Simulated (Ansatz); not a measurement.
Input for Ansatz (a first-principles code): R-PBE/def2-TZVPP on ClH3Ti (SMILES [Cl][TiH3]), atoms moved off the minimum.

Ansatz 0.2 input:
```yaml
crystal:
  periodic: [false, false, false]
  atoms:
    - {symbol: Ti, position_ang: [0.66102179, -0.16410243, 0.31319405]}
    - {symbol: Cl, position_ang: [-0.87416616, 0.57301549, -0.70064212]}
    - {symbol: H, position_ang: [2.07620249, 0.17327447, -0.34426895]}
    - {symbol: H, position_ang: [0.44507993, 0.32871120, 1.74705231]}
    - {symbol: H, position_ang: [0.41814228, -1.95832780, 0.68869903]}
basis:
  gaussian:
    orbitals: def2-TZVPP
hamiltonian:
  xc: {name: PBE}
scf: {lower_state_search: off}
output: {forces: true}
```

Output:

```
WARN ansatz: RAYON_NUM_THREADS=4 ignored (pool sized by the plan → 4); use --threads N
Functional definition: PBE
these checks for a lower state are left out or cut short: stability, starts, cluster_reference, orbital_swaps, neighbouring_geometries, increment
integrals: 0.06 GiB planned
903 factors; their error is unknown
mean field: 0.49 GiB planned
mean field evaluation 1: about -35665.2481 eV, gradient 6.9e1 eV
mean field evaluation 2: about -35632.7362 eV, gradient 1.3e2 eV
mean field evaluation 4: about -35673.2158 eV, gradient 2.3e1 eV
mean field evaluation 8: about -35674.7743 eV, gradient 7.5e-2 eV
mean field evaluation 16: about -35674.7618 eV, gradient 3.5e-4 eV
mean field -35674.76184620 eV, -1311.0233166258 hartree, gradient 3.2e-6 eV, S^2 0.000000; 0 other end points of the search recorded, 0 dependent functions left out
the calculation of the forces begins
reference -35674.76189372 eV, -1311.0233183722 hartree; 21, 21 occupied and 127, 127 virtual orbitals, 903 factors
Total energy: -35674.76189372 eV, -1311.0233183722 hartree
Atom 0 at     0.661022    -0.164102     0.313194 Å, force     2.506969    -4.230683     1.274272 eV/Å
Atom 1 at    -0.874166     0.573015    -0.700642 Å, force    -3.619417     1.771321    -2.476272 eV/Å
Atom 2 at     2.076202     0.173274    -0.344269 Å, force     1.330399     0.458284    -0.713381 eV/Å
Atom 3 at     0.445080     0.328711     1.747052 Å, force    -0.306281     1.049125     2.303081 eV/Å
Atom 4 at     0.418142    -1.958328     0.688699 Å, force     0.088331     0.951955    -0.387699 eV/Å
Dipole moment:     0.001371     0.188682    -0.107581 e Å
Checks for a lower state left out: stability, starts, cluster_reference, orbital_swaps, neighbouring_geometries, increment
```

Self-consistency was reached.

Cost: very roughly 2.3 core-seconds.
